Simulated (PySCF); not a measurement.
Structure from NMR data

Molecular formula: C₃HF₅O₂. Simulated spectra:

¹H NMR (500 MHz, computed): δ 6.31 (m, 1H).

¹³C{¹H} NMR (computed): δ 163.1 (C), 129.2 (C), 116.0 (CH).

- geometry from GFN2-xTB
- σ from GIAO-PBE0/pcSseg-1
- code: PySCF 2.14.0 with density-fitted response routines
- gas phase, averaged over atoms made equivalent by symmetry, fast rotation or ring inversion, no relativistic terms, one conformer

References, each an isolated molecule treated in the same way: TMS for ¹H (31.72 ppm), ¹³C (186.93 ppm).

Deduce the structure.

Results:


1. Rings plus π bonds: 1 (no ring in the answer).
2. 3 carbon signals for 3 carbons: no two carbons are equivalent.
3. Carbon types of the structure: 2 × C, 1 × CH, which accounts for all hydrogens.
4. δC 163.1: ester carbonyl carbon; lone-pair donation from the attached heteroatom keeps it upfield of a ketone carbonyl.
5. δC 129.2: CF3 carbon; 4 electronegative neighbours deshield it.
6. δC 116.0: sp3 CH bonded to 2 F, α to a carbonyl; 2 electronegative neighbours deshield it.
7. δH 6.31: hydrogen on an sp3 CH bonded to 2 F, α to a carbonyl; its carbon carries F, an electronegative neighbour.

Structure: SMILES FC(C(=O)OC(F)(F)F)F.

The data come from this structure; uniqueness wasn't tested.

Splittings by ¹⁹F in the carbon and heteronuclear signals aren't shown, as no couplings were computed. Shifts are as computed. Against solution values, carbons near 30 ppm lie about +3 ppm off and those near 130 ppm about +5 ppm. Of 1313 compounds with measured shifts, 239 miss one by over three times the rms of a fit or turn the order of signals round; such compounds aren't used in these exercises.
